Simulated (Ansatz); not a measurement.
`C[CH2][Ge][OH]` from Hartree–Fock to CCSD(T)

Z-matrix (Å, degrees):
```
C
C 1 1.519
H 1 1.095 2 111.8
H 1 1.094 2 112.3 3 119.7
H 1 1.095 2 111.7 3 -120.7
Ge 2 2.014 1 118.5 3 60.4
H 2 1.099 1 111.0 3 -61.7
H 2 1.099 1 111.0 3 -177.6
O 6 1.789 2 99.7 1 -0.4
H 9 0.963 6 114.7 2 -0.0
```

Charge 0, multiplicity 1. Correlated methods include outer-core shells of Ge, which these sets cover unevenly. Scalar relativity is left out up to krypton. All single points use the PBE0-D4/def2-TZVP geometry. It is one conformer, not always the lowest. Frozen core, restricted reference, the Gaussian-basis code of Ansatz.

| basis | HF (Eh) | MP2 corr. | CCSD corr. | (T) | CCSD(T) total |
| --- | --- | --- | --- | --- | --- |
| def2-SVP | -2229.07802 | -0.69312 | -0.72641 | -0.02129 | -2229.82572 |
| def2-TZVPP | -2229.52812 | -0.83348 | -0.86000 | -0.03406 | -2230.42218 |
| def2-QZVPP | -2229.57765 | -1.14013 | – | – | – |
